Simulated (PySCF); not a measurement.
## WO₂⁻, quartet: structure and spectrum

Level of theory: UPBE0 in PySCF with W def2-SVPD with ECP60, O def2-SVPD; scalar-relativistic core potentials, no spin–orbit coupling; density-fitted integrals.

The structure is a higher-order saddle point with 2 imaginary modes (one degenerate set).

```json
{
  "Point group": "D∞h",
  "Bond lengths": "W–O 1.816 Å (×2)",
  "Bond angles": "O–W–O 180.0°",
  "Principal quadrupole moments (Buckingham, traceless) about the centre of mass": "-24.93, 12.47, 12.47 D Å",
  "Zero-point energy (real modes)": "9.9 kJ/mol",
  "Lowest empty level (β)": "2.15 eV",
  "Principal polarisabilities": "60.0, 60.0, 78.6 bohr³",
  "Dipole moment about the centre of mass": "0.00 D",
  "Highest occupied level (α)": "-1.52 eV",
  "Spin squared ⟨S²⟩": "3.794",
  "Rotational constants": "0.1598 cm⁻¹"
}
```

Harmonic modes (masses in u: W 183.951, O 15.995):
```tsv
symmetry	ω (cm⁻¹)	IR (km/mol, summed over degenerate members)
πu	193i	–
σu+	769	664
σg+	892	0.0
```

In D∞h the vibrations span πu + σu+ + σg+. The σg+ mode carries no infrared intensity, as symmetry demands. With a centre of inversion only u modes can be infrared active and only g modes Raman active.

Charges (e); Mulliken and Löwdin values are unreliable with diffuse functions:
| atom | Mulliken | Löwdin | polar tensor | spin (Mulliken) | Mayer order to W1 |
| --- | --- | --- | --- | --- | --- |
| W1 | 0.84 | 0.68 | 1.08 | 3.48 | – |
| O2,3 | -0.92 | -0.84 | -1.04 | -0.24 | 1.35 |

Mulliken populations on W1 (electrons outside its core potential): s 2.93, p 6.17, d 3.95, f 0.11.

Outer orbital energies (eV). α occupied: -4.30, -4.30, -2.40, -2.40, -1.92, -1.77, -1.52, -1.52; empty: 4.05, 4.05, 4.84, 4.95. β occupied: -19.38, -17.72, -5.15, -4.14, -4.14, -2.77, -2.77, -2.04; empty: 2.15, 3.79, 3.79, 4.91.

This need not be the most stable arrangement of these atoms. With open d or f shells other occupations or spin states may lie lower. The lowest empty level of this anion is unbound, so it and the gap depend on the basis. At this level a doublet minimum of C2v symmetry lies 49 kJ/mol below this structure. No spin–orbit coupling is included, which matters more the heavier the element.

The final relaxation and frequency run took roughly 40 core-seconds on a shared host.
